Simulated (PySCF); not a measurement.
SnCl₃I, SMILES [I][Sn]([Cl])([Cl])[Cl].

Coordinates come from a PBE0-D3(BJ)/def2-SVP optimisation. The structure was generated by enumeration; whether it is a known compound was not checked. The def2 effective core potentials stand for the cores of I, Sn; spin–orbit coupling is left out.

These are PySCF with ωB97X/def2-TZVP values and carry that method's errors.

Symmetry labels are those of the subgroup Cs that the program uses (full group C3v).

List the valence orbital energies around the gap with their symmetry. (The exact figures need the calculation; the answer reports its results.)


| orbital | symmetry | energy (eV) |
|---|---|---|
| HOMO−7 | A" | -12.47 |
| HOMO−6 | A' | -12.47 |
| HOMO−5 | A' | -12.16 |
| HOMO−4 | A" | -12.16 |
| HOMO−3 | A" | -12.02 |
| HOMO−2 | A' | -11.77 |
| HOMO−1 | A" | -10.85 |
| HOMO | A' | -10.85 |
| LUMO | A' | -1.60 |
| LUMO+1 | A' | 1.41 |
| LUMO+2 | A" | 1.41 |
| LUMO+3 | A' | 1.63 |
